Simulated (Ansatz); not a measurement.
CH6CuN, SMILES `[CH3][Cu-][NH3+]`, relaxed with RKS PBE0-D4/def2-TZVP in the Gaussian-basis code of Ansatz from a PBE-D4/def2-SVP geometry. The force threshold is 0.005 eV/Å; the program also tests the step.

Total charge 0; spin multiplicity 1.

Start:

```xyz
9

C     1.143   -0.775    1.340
Cu    0.005   -0.013    0.029
N    -1.160    0.783   -1.352
H     0.950   -0.356    2.353
H     2.214   -0.586    1.105
H     1.012   -1.878    1.410
H    -0.614    1.283   -2.071
H    -1.828    1.467   -0.964
H    -1.721    0.075   -1.850
```

```
step  energy (eV)  largest force (eV/Å)  largest move (Å)
   1  -47257.7548                 0.651             0.000
   2  -47257.7835                 0.247             0.014
   3  -47257.7872                 0.060             0.010
   4  -47257.7875                 0.025             0.004
   5  -47257.7876                 0.002             0.003
```

End:

```xyz
9

C     1.145   -0.775    1.339
Cu    0.013   -0.009    0.016
N    -1.162    0.787   -1.359
H     0.940   -0.356    2.330
H     2.201   -0.591    1.114
H     1.005   -1.860    1.403
H    -0.622    1.279   -2.063
H    -1.811    1.451   -0.949
H    -1.709    0.075   -1.832
```

Hardware: 4 threads of an Arm Neoverse V2 on a shared host. Wall time 10 s, peak host memory 0.33 GiB.
